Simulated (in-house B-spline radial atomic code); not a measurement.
Configurations of Ce, with energies counted from [Xe] 4f1 5d1 6s2. Computed with a B-spline radial code for spherical atoms: scalar-relativistic (X2C) LDA VWN5, spin-polarised, spherical fractional occupations, Fermi nucleus of rms radius 4.8771 fm. Shells without spins written out take the highest spin.

Occupations are held fixed; configurations that lie above the ionisation limit could autoionise.

```csv
configuration,E - E(ref) (eV),highest orbital,its <r> (bohr)
[Xe] 4f1 5d1 6s1 7f1,5.3643,7f up,40.14
"[Xe] 4f(0 up, 1 down) 6s2 7f(0 up, 1 down)",6.211,7f down,39.28
[Kr] 4d10 4f2 5s2 5p5 5d1 6s2,17.464,5d up,2.922
"[Kr] 4d10 4f(1 up, 0 down) 5s2 5p(2 up, 3 down) 5d(0 up, 2 down) 6s2",20.03,6s up,4.291
[Kr] 4d10 4f1 5s2 5p5 5d1 6s2 7f1,26.848,7f up,38.95
[Kr] 4d9 4f1 5s2 5p6 5d1 6s2 7d1,117.53,7d up,18.81
[Kr] 4d9 4f1 5s2 5p6 5d1 5f1 6s2,117.6,5f up,15.54
```

Question: Order these further configurations by energy, lowest first.
A. [Xe] 4f2 6s2
B. [Xe] 4f(0 up, 1 down) 5d(1 up, 0 down) 6s2
C. [Xe] 4f1 6s2 6d1
D. [Kr] 4d(5 up, 4 down) 4f(1 up, 0 down) 5s2 5p6 5d(1 up, 0 down) 6s2 7s(1 up, 0 down)
E. [Xe] 5d1 6s2 7d1

Answer: A (-0.60274 eV), B (0.1332 eV), C (5.0186 eV), E (11.882 eV), D (116.22 eV).

Question: How far above the reference does [Kr] 4d9 4f1 5s2 5p6 5d1 6s2 7p1 lie?

Answer: 116.84 eV; its least bound orbital is 7p up with <r> = 11.97 bohr.

Question: How far above the reference does [Kr] 4d10 4f(0 up, 1 down) 5s2 5p(3 up, 2 down) 5d(0 up, 1 down) 6s2 6d(0 up, 1 down) lie?

Answer: 26.464 eV; its least bound orbital is 6d down with <r> = 9.706 bohr.

Question: Is the reference the lowest configuration at this level of theory?

Answer: No: [Xe] 4f2 6s2 lies 0.6027 eV lower with this functional.
